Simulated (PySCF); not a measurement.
Magnetic shielding above rings: a mixed set.

NICS = −σ at a ghost point: NICS(0) at the centroid of the ring atoms, NICS(1) 1 Å to either side along the normal of their mean plane, zz for the tensor component along that normal. Level: GIAO PBE0/pcSseg-1 (PySCF, non-relativistic, gas phase) on the PBE0-D3(BJ)/def2-SVP geometries, one conformer each. Atom numbers follow the mapped SMILES.

**Question.** Order these rings by mean NICS(1)zz, lowest (most negative) first (ppm).
A. ring C2–N3–C4–C5–S6 in `[NH2:1][c:2]1[n:3][cH:4][cH:5][s:6]1`
B. ring C3–C4–C5–C6–C7–C11 in `[CH3:1][O:2][c:3]1[cH:4][cH:5][cH:6][c:7]([C:8](=[O:9])[F:10])[cH:11]1`
C. ring O2–Al3–O4–Al6 in `[CH3:1][O+:2]1[AlH2-:3][O+:4]([CH3:5])[AlH-:6]1[F:7]`
D. ring C2–C3–C4–N8–C7 in `[CH3:1][C@@H:2]1[CH2:3][C@@H:4]2[CH2:5][CH2:6][C@H:7]1[NH:8]2`
E. ring Si4–Si5–Si6–Si7 in `[Cl:1][B:2]([Cl:3])[SiH:4]1[SiH2:5][SiH2:6][SiH2:7]1`

**Answer.** B (-26.1), A (-21.6), D (-7.8), C (-1.0), E (2.8).

```csv
SMILES,ring,NICS(0),NICS(1),NICS(1)zz,HOMA,rms pucker (Å),ring atoms with four or more neighbours
COc1cccc(C(=O)F)c1,6-membered carbocycle; formal bonds all aromatic,-9.4,-11.1,-26.1,0.97,0.00,0
Nc1nccs1,5-membered ring with N and S; formal bonds all aromatic,-11.3,-9.6,-21.6,0.75,0.00,0
C[C@@H]1C[C@@H]2CC[C@H]1N2,5-membered ring with N; formal bonds all single,-9.8,-6.8,-7.8,–,0.27,4
C[O+]1[AlH2-][O+](C)[AlH-]1[F],4-membered ring with 2 Al and 2 O; formal bonds all single,-8.8,-2.6,-1.0,–,0.01,2
ClB(Cl)[SiH]1[SiH2][SiH2][SiH2]1,4-membered ring with 4 Si; formal bonds all single,-0.2,-1.9,2.8,–,0.22,4
```

NICS(0) gives another order. The isotropic NICS(1) gives the same order. HOMA uses Krygowski's 1993 parameters; it is left out where a ring has a four-coordinate atom, a triple bond, no multiple bond or a kind of bond without parameters. NICS(1) and NICS(1)zz are means over the two faces.
